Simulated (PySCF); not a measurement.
Positional isomers: furan fluoro+boryl. Isolated molecules, 0 K electronic values unless said otherwise. One relaxed conformer stands for each flexible species; it need not be the lowest. Strings in code marks are SMILES.

The four lowest singlet excitations (Tamm–Dancoff). Calculation: PySCF 2.14.0 with M06-2X/def2-TZVP // B3LYP-D3(BJ)/def2-SVP. Excitations are Tamm–Dancoff values on a coarser integration grid. The basis has no diffuse functions, so Rydberg states are missing or too high.

```json
[
 {"state": "S1", "energy (eV)": "5.16", "wavelength (nm)": "240", "oscillator strength": "0.508"},
 {"state": "S2", "energy (eV)": "5.86", "wavelength (nm)": "212", "oscillator strength": "0.000"},
 {"state": "S3", "energy (eV)": "6.47", "wavelength (nm)": "192", "oscillator strength": "0.004"},
 {"state": "S4", "energy (eV)": "6.54", "wavelength (nm)": "189", "oscillator strength": "0.055"}
]
```

**Question.** Name which member gives these states.
(A) `Bc1occc1F`
(B) `Bc1cc(F)co1`
(C) `Bc1cocc1F`
(D) `Bc1ccc(F)o1`

**Answer.** D, `Bc1ccc(F)o1`
